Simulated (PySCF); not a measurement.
Isomers of C8H13P, mass 140.075 u with the commonest isotopes. Method: PBE0-D3(BJ)/def2-SVP geometry optimisation, gas phase (PySCF 2.14.0). One conformer each, none proved a minimum here; rigid rotors.

Question: Order these by rotational constant C, smallest first.
A. `[CH:1]#[C:2][PH:3][CH:4]1[CH2:5][CH2:6][CH2:7][CH2:8][CH2:9]1` with C2–P3–C4–C5 54°, P3–C4–C5–C6 180°, C4–C5–C6–C7 55°, C5–C6–C7–C8 -55°, C6–C7–C8–C9 55°
B. `[CH3:1][CH2:2][CH2:3][P:4]1[CH:5]=[CH:6][CH2:7][CH:8]=[CH:9]1` with C1–C2–C3–P4 64°, C2–C3–P4–C5 78°, C3–P4–C5–C6 119°, C5–C6–C7–C8 -13°, C6–C7–C8–C9 13°, C3–P4–C9–C8 -119°
C. `[CH:1]#[C:2][P:3]1[CH2:4][CH2:5][CH2:6][CH2:7][CH2:8][CH2:9]1` with C2–P3–C4–C5 -173°, P3–C4–C5–C6 -39°, C4–C5–C6–C7 -48°, C5–C6–C7–C8 94°

Answer: B (706.5 MHz), C (777.9 MHz), A (811.4 MHz).

Question: Order these by radius of gyration √(Σ m r²/M), smallest first.
A. `[CH:1]#[C:2][PH:3][CH:4]1[CH2:5][CH2:6][CH2:7][CH2:8][CH2:9]1` with C2–P3–C4–C5 54°, P3–C4–C5–C6 180°, C4–C5–C6–C7 55°, C5–C6–C7–C8 -55°, C6–C7–C8–C9 55°
B. `[CH3:1][CH2:2][CH2:3][P:4]1[CH:5]=[CH:6][CH2:7][CH:8]=[CH:9]1` with C1–C2–C3–P4 64°, C2–C3–P4–C5 78°, C3–P4–C5–C6 119°, C5–C6–C7–C8 -13°, C6–C7–C8–C9 13°, C3–P4–C9–C8 -119°
C. `[CH:1]#[C:2][P:3]1[CH2:4][CH2:5][CH2:6][CH2:7][CH2:8][CH2:9]1` with C2–P3–C4–C5 -173°, P3–C4–C5–C6 -39°, C4–C5–C6–C7 -48°, C5–C6–C7–C8 94°

Answer: C (2.210 Å), A (2.272 Å), B (2.323 Å).

Question: Order these by rotational constant B, smallest first.
A. `[CH:1]#[C:2][PH:3][CH:4]1[CH2:5][CH2:6][CH2:7][CH2:8][CH2:9]1` with C2–P3–C4–C5 54°, P3–C4–C5–C6 180°, C4–C5–C6–C7 55°, C5–C6–C7–C8 -55°, C6–C7–C8–C9 55°
B. `[CH:1]#[C:2][P:3]1[CH2:4][CH2:5][CH2:6][CH2:7][CH2:8][CH2:9]1` with C2–P3–C4–C5 -173°, P3–C4–C5–C6 -39°, C4–C5–C6–C7 -48°, C5–C6–C7–C8 94°
C. `[CH3:1][CH2:2][CH2:3][P:4]1[CH:5]=[CH:6][CH2:7][CH:8]=[CH:9]1` with C1–C2–C3–P4 64°, C2–C3–P4–C5 78°, C3–P4–C5–C6 119°, C5–C6–C7–C8 -13°, C6–C7–C8–C9 13°, C3–P4–C9–C8 -119°

Answer: C (791.8 MHz), A (832.8 MHz), B (982.3 MHz).

| SMILES | point group | Ia (u·Å²) | Ib (u·Å²) | Ic (u·Å²) | κ | μa (D) | μb (D) | μc (D) |
| --- | --- | --- | --- | --- | --- | --- | --- | --- |
| C#CP1CCCCCC1 | C1 | 203.96 | 514.48 | 649.70 | -0.76 | 0.92 | 0.16 | 1.19 |
| CCCP1C=CCC=C1 | C1 | 157.91 | 638.28 | 715.34 | -0.93 | 0.64 | 0.22 | 1.18 |
| C#CPC1CCCCC1 | C1 | 217.01 | 606.85 | 622.85 | -0.97 | 1.29 | 0.68 | 0.23 |
